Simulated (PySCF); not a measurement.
Species: C₅H₈Si.
Geometry (PBE0-D3(BJ)/def2-SVP, Å), atoms numbered from 1 in this order:
```
atom  x, y, z in Å
C1     3.1570   -1.0378   -0.0736
C2     1.7886   -0.6431   -0.3472
C3     0.6373   -0.3076   -0.5721
Si4   -1.0621    0.1852   -0.9509
C5    -1.8861    1.4985    0.0741
C6    -2.3702    0.0654    0.3642
H7     3.7270   -1.1499   -1.0092
H8     3.1941   -1.9992    0.4629
H9     3.6691   -0.2838    0.5444
H10   -1.4513    0.0227   -2.3714
H11   -1.3018    1.9864    0.8618
H12   -2.6044    2.1774   -0.3993
H13   -2.0986   -0.3568    1.3379
H14   -3.3979   -0.1765    0.0709
```

Method used: TDDFT CAM-B3LYP/def2-SVPD, vertical, gas phase, core orbitals frozen in the response (PySCF).

Q: What does the calculation give for the low-lying excited states?

A: 

```json
{"state": "S1", "E (eV)": "5.44", "λ (nm)": "227.9", "f": "0.0008", "|μ| (D)": "0.20", "main configurations (H = HOMO, L = LUMO)": "H→L+1 (52%), H→L+2 (28%)"}
{"state": "S2", "E (eV)": "5.70", "λ (nm)": "217.4", "f": "0.160", "|μ| (D)": "2.72", "main configurations (H = HOMO, L = LUMO)": "H→L (70%), H-1→L+1 (10%)"}
{"state": "S3", "E (eV)": "5.94", "λ (nm)": "208.9", "f": "0.0004", "|μ| (D)": "0.14", "main configurations (H = HOMO, L = LUMO)": "H-1→L (78%)"}
{"state": "S4", "E (eV)": "6.44", "λ (nm)": "192.4", "f": "0.0009", "|μ| (D)": "0.19", "main configurations (H = HOMO, L = LUMO)": "H→L+1 (35%), H→L+3 (22%), H→L+2 (20%)"}
{"state": "S5", "E (eV)": "6.63", "λ (nm)": "187.0", "f": "0.274", "|μ| (D)": "3.30", "main configurations (H = HOMO, L = LUMO)": "H-2→L (29%), H→L (24%), H-1→L+1 (13%)"}
{"state": "S6", "E (eV)": "6.68", "λ (nm)": "185.6", "f": "0.0047", "|μ| (D)": "0.43", "main configurations (H = HOMO, L = LUMO)": "H→L+2 (32%), H-2→L+1 (27%), H→L+4 (18%)"}
{"state": "S7", "E (eV)": "6.85", "λ (nm)": "180.9", "f": "0.0037", "|μ| (D)": "0.38", "main configurations (H = HOMO, L = LUMO)": "H→L+4 (59%), H-2→L+1 (9%)"}
{"state": "S8", "E (eV)": "7.22", "λ (nm)": "171.8", "f": "0.0031", "|μ| (D)": "0.34", "main configurations (H = HOMO, L = LUMO)": "H→L+3 (49%), H-2→L+2 (19%)"}
{"state": "S9", "E (eV)": "7.32", "λ (nm)": "169.5", "f": "0.0084", "|μ| (D)": "0.55", "main configurations (H = HOMO, L = LUMO)": "H-1→L+2 (49%), H-1→L+1 (37%)"}
{"state": "S10", "E (eV)": "7.33", "λ (nm)": "169.2", "f": "0.0021", "|μ| (D)": "0.28", "main configurations (H = HOMO, L = LUMO)": "H→L+7 (71%)"}
```

Triplets (Tamm–Dancoff): T1 4.44 eV, H→L (79%); T2 5.08 eV, H→L+1 (35%), H→L+2 (20%), H-1→L (15%); T3 5.09 eV, H-1→L+1 (33%), H-1→L+2 (24%), H→L (8%); T4 5.62 eV, H-2→L (59%).

The lowest singlet comes at 228 nm (525 kJ/mol) in the ultraviolet; it is very weak; its leading configuration is HOMO→LUMO+1 (52%). The strongest level in the table is S5 at 6.63 eV (187 nm, f = 0.274). Löwdin shares by element: HOMO carbon 54% or more, silicon 22% (atoms not listed hold the other 24%); LUMO carbon 44% or more, silicon 24% (atoms not listed hold the other 32%). The listed states span 1.89 eV, and the widest gap between neighbours is 0.51 eV (S3 to S4). The oscillator strengths of these states sum to 0.458; summed over the whole spectrum of an exact calculation they would give the number of electrons, 52 (Thomas–Reiche–Kuhn). Weighted by f, the mean energy of these states is 6.32 eV. The vertical ionisation energy (ΔSCF) is 8.47 eV, 1.14 eV above S10. Only the lowest 10 singlets were computed, as vertical energies without vibronic structure.
